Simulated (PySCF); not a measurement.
A structure optimised at PBE-D3(BJ)/def2-TZVP, used in a PySCF frequency run:

```xyz
7

Be     0.0000     0.0000     2.1118
H      0.0000     0.0000     3.4495
O      0.0000     0.0000     0.7015
Si     0.0000     0.0000    -0.9408
H     -1.2187    -0.7036    -1.4457
H      1.2187    -0.7036    -1.4457
H      0.0000     1.4072    -1.4457
```

**Question.** Write its SMILES, formula and point group.

**Answer.** [BeH][O][SiH3], BeH4OSi, C3v

**Question.** What are its rotational constants (standard atomic weights)?

**Answer.** 84.394, 5.3717, 5.3717 GHz
